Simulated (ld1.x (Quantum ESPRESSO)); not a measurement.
**Pseudopotential generation for nitrogen: PAW, PBE, scalar-relativistic.**

* Element: N
* Generator: ld1.x (Quantum ESPRESSO) 7.5
* Type: PAW
* Functional: PBE
* Relativity: scalar-relativistic
* Frozen core: [He]
* Valence charge: 5
* Reference configuration: 2s2 2p3
* Partial waves: 2s (bound): rcut 0.70, rcutus 1.00 bohr; 2s channel at -0.8 Ry: rcut 0.70, rcutus 1.00 bohr; 2p (bound): rcut 1.10, rcutus 1.35 bohr; 2p channel at 2.85 Ry: rcut 1.10, rcutus 1.35 bohr
* Local potential: all-electron potential smoothed inside 0.75 bohr (lloc = -1)
* Core correction: Bessel-smoothed model core, default radius (core density twice the valence density)
* Augmentation charge: BG, radius 0.80 bohr

All-electron outer shells of the reference configuration (PBE, scalar-relativistic, ld1.x):

| shell | level (eV) | outermost node (bohr) | outermost maximum (bohr) |
| --- | --- | --- | --- |
| 1s | -384.72 | – | 0.15 |
| 2s | -18.58 | 0.32 | 1.02 |
| 2p | -7.09 | – | 0.98 |

Problem. Does the generator finish with these settings?

Solution. Yes, a potential is produced and its reference levels are reproduced.

Problem. Estimate the cutoffs (Ry, on a coarse ladder) from which the occupation-weighted sum of valence levels, in a spherical-Bessel basis at the reference potential, stays within 10 and 1 mRy of its value at 400 Ry.

Solution. 35 Ry and 45 Ry.

Problem. Does the potential have ghost states?

Solution. No extra level below or beside the all-electron valence levels (s, p, d, f tested).

Problem. Is the overlap operator S = 1 + Σ q|β⟩⟨β| positive definite (Bessel basis up to 400 Ry)?

Solution. Yes: its lowest eigenvalue is 0.52 (s channel).

Problem. Which valence shell sets the plane-wave cutoff?

Solution. 2p: its level needs 40 Ry to come within 1 mRy, against 30 Ry for 2s.

Its largest configuration-test error is -0.3 meV (2s2 2p2). Test run stopped at test 2 of 7 (negative rho).
